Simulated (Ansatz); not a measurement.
Total energies of Li3S⁺ (the lowest singlet isomer of a short search) from Ansatz at B97M-V/def2-TZVP, gas phase (1 Eh = 27.2114 eV = 2625.5 kJ/mol). The reference geometry is relaxed at B3LYP-D4/def2-TZVP.

```xyz
4

Li   -0.466    0.476   -2.057
Li    0.797   -1.944    0.506
Li   -0.331    1.469    1.551
S    -0.001    0.000    0.000
```

```
           state                       geometry  energy (Eh)
charge 1 singlet                      reference   -420.68886
charge 0 doublet                      reference   -420.82392
charge 1 triplet  relaxed at B3LYP-D4/def2-TZVP   -420.55632
charge 1 quintet  relaxed at B3LYP-D4/def2-TZVP   -420.39817
```

(1) Work out the vertical electron affinity, to the doublet.

(2) Which of the charge 1 states is lowest, and how far above it are the others?

(1) E(charge 1 singlet) − E(charge 0 doublet) = -420.68886 − (-420.82392) = 0.13506 Eh = 3.68 eV.

(2) The singlet. triplet: -420.55632 − (-420.68886) = 0.13254 Eh = 348.0 kJ/mol; quintet: -420.39817 − (-420.68886) = 0.29069 Eh = 763.2 kJ/mol. The triplet differs in its bonds from the reference. The quintet differs in its bonds from the reference.

The structure comes from a short search, and lower isomers may exist.
